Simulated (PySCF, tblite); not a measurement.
Rigid-rotor lines calculated for a species of formula C4H10Cl2OSi2 (commonest isotopes; PBE0/pcSseg-1 in PySCF (dipole) on a GFN2-xTB geometry, gas phase), labelled J(Ka,Kc):

| transition | MHz |
| --- | --- |
| 2(1,2) ← 1(1,1) | 1324.6 |
| 2(1,1) ← 1(1,0) | 1482.5 |
| 2(0,2) ← 1(0,1) | 1397.2 |
| 1(1,1) ← 0(0,0) | 1404.6 |
| 1(0,1) ← 0(0,0) | 701.8 |

Find the rotational constants.

1(0,1) ← 0(0,0) is B + C, 2(1,1) ← 1(1,0) is 3B + C and 2(1,2) ← 1(1,1) is B + 3C, so B − C is half the difference of the last two, 79.0 MHz. 1(1,1) ← 0(0,0) is A + C. A = 1093.2, B = 390.4, C = 311.4 MHz.

What moments of inertia, asymmetry and inertial defect follow?

I = 505379 MHz·u·Å² over each constant: Ia = 462.28, Ib = 1294.62, Ic = 1622.95 u·Å²; κ = (2B − A − C)/(A − C) = -0.798 (asymmetric top); Δ = Ic − Ia − Ib = -133.94 u·Å².

Which dipole components do these lines need?

μa and μb (a-type: ΔKa even, ΔKc odd; b-type: both odd). The calculation gives |μa| = 2.55 D, |μb| = 0.58 D, |μc| = 0.24 D.

Predict further lines from these constants: 2(2,0) ← 1(1,1); 2(0,2) ← 1(1,1); 1(1,0) ← 0(0,0); 1(1,1) ← 1(0,1); 1(1,0) ← 1(0,1); 2(2,1) ← 1(1,1); 2(2,0) ← 1(1,0); 2(2,1) ← 2(1,2); 2(1,1) ← 1(0,1).

| transition | MHz | type | branch |
| --- | --- | --- | --- |
| 2(0,2) ← 1(1,1) | 694 | b | R |
| 1(1,1) ← 1(0,1) | 703 | c | Q |
| 1(1,0) ← 1(0,1) | 782 | b | Q |
| 1(1,0) ← 0(0,0) | 1484 | c | R |
| 2(1,1) ← 1(0,1) | 2264 | c | R |
| 2(2,1) ← 2(1,2) | 2346 | b | Q |
| 2(2,0) ← 1(1,0) | 3597 | c | R |
| 2(2,1) ← 1(1,1) | 3670 | c | R |
| 2(2,0) ← 1(1,1) | 3676 | b | R |

Which structure gave them?

`CO[SiH2]/C=C(\CCl)[SiH2]Cl`, point group C1. Three constants can't fix a structure by themselves; this is the one that was computed:
```
atom  x, y, z in Å
C1     3.828   -0.256    0.340
O2     2.452   -0.297    0.550
Si3    1.273    0.197   -0.446
C4    -0.218   -0.187    0.631
C5    -1.499    0.028    0.329
C6    -1.890    0.617   -0.985
Cl7   -2.421   -0.703   -2.073
Si8   -2.918   -0.437    1.496
Cl9   -3.818    1.288    2.047
H10    4.104   -0.827   -0.549
H11    4.318   -0.690    1.212
H12    4.169    0.774    0.210
H13    1.411    1.630   -0.754
H14    1.288   -0.547   -1.711
H15    0.002   -0.640    1.590
H16   -2.740    1.294   -0.896
H17   -1.058    1.111   -1.482
H18   -2.381   -1.082    2.689
H19   -3.915   -1.265    0.826
```

The values belong to one conformer (point group C1) with, in the numbering `[CH3:1][O:2][SiH2:3]/[CH:4]=[C:5](\[CH2:6][Cl:7])[SiH2:8][Cl:9]`, C1–O2–Si3–C4 -179°, O2–Si3–C4–C5 179°, C4–C5–C6–Cl7 100°, C4–C5–Si8–Cl9 115°. Its lowest GFN2-xTB frequency is 14 cm⁻¹, too small to tell a flat minimum from a shallow saddle. These are rigid-rotor constants of the computed structure; measured ground-state constants (B0) also hold zero-point vibration. A rigid rotor knows nothing of internal rotation, which can split or shift real lines. Quadrupole hyperfine structure (35Cl) is left out.
